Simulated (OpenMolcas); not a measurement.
W5+: moving or changing the point charges

W5+ among 6 point charges of -1.7 e arranged as a tetragonal octahedron (D4h), 2.05 Å from the ion, with the axial distance 2.316 Å.
```
   2.0500    0.0000    0.0000  -1.70
   0.0000    2.0500    0.0000  -1.70
  -2.0500    0.0000    0.0000  -1.70
   0.0000   -2.0500    0.0000  -1.70
   0.0000    0.0000    2.3165  -1.70
   0.0000    0.0000   -2.3165  -1.70
```

```json
{"Program": "OpenMolcas 26.06", "Method": "CASSCF", "Basis": "ANO-RCC-VTZP [8s7p5d3f2g1h]", "Scalar Hamiltonian": "DKH2, point nucleus", "Active space": "1 electron in 5 orbitals (5d)", "State averaging": "2S+1 = 2 even, 5 roots", "Spin-orbit coupling": "state interaction with AMFI integrals over the reference wave functions"}
```

Runs around this geometry, states (labels of D4, the rotations of D4h). Energies in cm-1 above the lowest state or level, χT in cm3 K/mol.

| R (Å) | q (e) | Axial / equatorial distance | Ground state | First state of that spin | First gap with spin-orbit (degeneracies) | χT at 300 K |
| --- | --- | --- | --- | --- | --- | --- |
| 2.05 | -1.7 | 1.04 | 2E | 2B2 1235 | 954.1 (2, 2) | 0.148 |
| 2.05 | -1.1 | 1.13 | 2E | 2B2 2267 | 1944 (2, 2) | 0.188 |
| 1.87 | -1.7 | 1.13 | 2E | 2B2 4308 | 2615 (2, 2) | 0.124 |
| 2.05 | -1.7 | 1.13 | 2E | 2B2 3519 | 2520 (2, 2) | 0.162 |
| 2.28 | -1.7 | 1.13 | 2E | 2B2 2730 | 2260 (2, 2) | 0.190 |

Taking the first state of the same spin as R^-n, n = -ln(2730 / 4308) / ln(2.28 / 1.87) = 2.3 between the shortest and longest distance.

Scaling the charges by -1.1 / -1.7 = 0.65 scales the first state of the same spin by 2267 / 3519 = 0.64; with fixed orbitals a first-order splitting would follow the charge.

An orbital doublet at a regular site is open to a Jahn-Teller distortion, which this geometry leaves out. Point charges carry no covalency, so the field is a model and not that of real ligands. No measured value stands beside these numbers.
